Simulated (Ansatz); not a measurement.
A nudged elastic band was laid between two geometries of CH₅BFSi (9 atoms, charge 1, multiplicity 1).

All numbers below come from RKS PBE-D4/6-31G in Ansatz 0.2.0.

| Item | Value |
| --- | --- |
| movable images | 7 |
| climbing image | yes |
| spring | 5.0 eV/Å² |
| optimiser | quadratic models (default) |
| start path | IDPP |
| force threshold | 0.05 eV/Å |
| iteration limit | 60 |
| end points | relaxed |

Initial state:

```xyz
9
Properties=species:S:1:pos:R:3
B 0.017 1.808 -0.631
Si 0.587 -0.111 -0.504
C -0.312 -1.292 0.727
F -1.328 -0.548 1.404
H -0.848 2.110 -1.407
H 0.534 2.617 0.090
H 1.702 -0.732 -1.319
H 0.412 -1.706 1.459
H -0.762 -2.146 0.181
```

Final state:

```xyz
9
Properties=species:S:1:pos:R:3
B 0.031 1.820 -0.652
Si 0.568 -0.105 -0.486
C -0.324 -1.296 0.741
F -1.345 -0.577 1.432
H 0.559 2.635 0.054
H -0.818 2.121 -1.446
H 1.683 -0.737 -1.292
H 0.410 -1.711 1.463
H -0.764 -2.149 0.185
```

(1) What changes between the two ends?

(2) What energy profile does the band end with?

(3) What is the geometry of the highest image?

(4) What are the harmonic wavenumbers there?

Answers

(1) No bond is made or broken. The dihedral H5–B1–Si2–C3 goes from -89 to 90°.

(2) The forces met the threshold. The highest image is number 4 of 0 to 8, 8.1 kcal/mol above the ends, which have the same energy within 2 meV. A vibrational analysis at the climbing image gives one clearly imaginary mode, 327i cm⁻¹: a first-order saddle point. Limits of this set-up: no polarisation functions, the dipole of an ion depends on the origin.

| image | path coordinate (Å) | energy (kcal/mol) | dihedral H5–B1–Si2–C3 (°) |
| --- | --- | --- | --- |
| 0 | 0.00 | 0.0 | -89 |
| 1 | 0.56 | 0.8 | -71 |
| 2 | 1.12 | 3.4 | -47 |
| 3 | 1.69 | 6.6 | -23 |
| 4 | 2.25 | 8.1 | -1 |
| 5 | 2.80 | 6.7 | 23 |
| 6 | 3.36 | 3.5 | 46 |
| 7 | 3.92 | 0.9 | 70 |
| 8 | 4.48 | 0.0 | 90 |

(3) 
```xyz
9
Properties=species:S:1:pos:R:3
B 0.141 1.991 -0.406
Si 0.695 -0.034 -0.208
C -0.490 -1.404 0.408
F -1.781 -0.879 0.703
H -0.984 2.267 -0.118
H 0.984 2.738 -0.800
H 2.072 -0.579 -0.530
H -0.063 -1.895 1.312
H -0.572 -2.205 -0.362
```

(4) 327i, 93, 111, 325, 327, 505, 580, 647, 686, 810, 879, 1006, 1097, 1133, 1246, 1386, 2145, 2623, 2772, 2915, 2952 cm⁻¹.

Run time: 66 s on 1 thread of Arm Neoverse V2, with other jobs on the host, peak memory 0.1 GiB.
